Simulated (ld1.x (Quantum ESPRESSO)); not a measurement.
Before and after: TM potential for boron

```
Element                 : boron (B)
Generator               : ld1.x (Quantum ESPRESSO) 7.5
Type                    : norm-conserving Troullier–Martins (Kleinman–Bylander form)
Functional              : PBE
Relativity              : scalar-relativistic
Frozen core             : [He]
Valence charge          : 3
Reference configuration : 2s2 2p1
Partial waves           : 2s (bound): rc 1.00 bohr; 2p (bound): rc 2.40 bohr; 3d channel at -0.05 Ry: rc 2.30 bohr
Local potential         : all-electron potential smoothed inside 1.50 bohr (lloc = -1)
Core correction         : Bessel-smoothed model core inside 0.95 bohr
```

Change: local potential all-electron potential smoothed inside 2.38 bohr (lloc = -1).

Cutoffs: the cutoffs (Ry, on a coarse ladder) from which the occupation-weighted sum of valence levels, in a spherical-Bessel basis at the reference potential, stays within 10 and 1 mRy of its value at 400 Ry; they do not see the model core or the augmentation charge, which bear on the density cutoff. Errors are all-electron minus pseudo energies relative to the spin-unpolarised reference configuration.

Question: Predict the effect on cutoff, ghosts and configuration errors.

Answer: The potential gets neither clearly harder nor softer (55 Ry and 140 Ry → 55 Ry and 140 Ry); of the 7 tests that both files solve, the error grows in 1 and shrinks in 2 by more than 15 % and 0.3 meV (median size 12.1 → 12.6 meV); neither file shows a bound ghost.

```tsv
quantity	base	changed
cutoff, loose	55 Ry	55 Ry
cutoff, tight	140 Ry	140 Ry
bound ghosts	none	none
error for 2s2 2p0, meV [ΔE 8.22 eV]	+40	+34
error for 2s1 2p0, meV [ΔE 33.64 eV]	+156	+127
error for 2s2 2p0.5, meV [ΔE 2.89 eV]	+5.1	+3.9
error for 2s0 2p3, meV [ΔE 11.72 eV]	-12	-13
error for 2s2 2p1.3, meV [ΔE -0.74 eV]	+0.4	+0.2
error for 2s1 2p2, meV [ΔE 5.85 eV]	-3.0	-3.2
error for 2s1 2p1, meV [ΔE 14.36 eV]	-15	-21
s: phases at 2.61 bohr within 0.05 rad from the reference energy up to (Ry; the scan ends near 5)	1.9	1.8
p: phases at 2.61 bohr within 0.05 rad from the reference energy up to (Ry; the scan ends near 5)	1.7	1.5
d: phases at 2.61 bohr within 0.05 rad from the reference energy up to (Ry; the scan ends near 5)	to the end of the scan	to the end of the scan
```
